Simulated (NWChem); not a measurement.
# AlSiH$_{5}$O; SMILES [O]([SiH3])[AlH2]

```xyz
8

Al    -0.0035    -1.7642    -0.0013
H     -1.4101    -2.4910    -0.0044
H      1.3850    -2.5242    -0.0060
O      0.0176    -0.0644     0.0072
Si    -0.0031     1.5828    -0.0015
H      0.3774     2.1080     1.3450
H     -1.3673     2.0902    -0.3428
H      0.9644     2.1079    -1.0125
```
Atoms are numbered in this order, from 1.

All runs: NWChem. All runs use the structure optimised with PBE0/def2-SVP. Ions are spin-unrestricted doublets at the neutral geometry; other ion states weren't tried.

**Question.** What does the run give for PBE0/def2-SVP? Quantities: vertical ionisation energy, ΔSCF (eV); −ε(HOMO) (eV).

**Answer.** 
| Item | Result |
|---|---|
| vertical ionisation energy, ΔSCF (eV) | 10.15 |
| −ε(HOMO) (eV) | 8.14 |
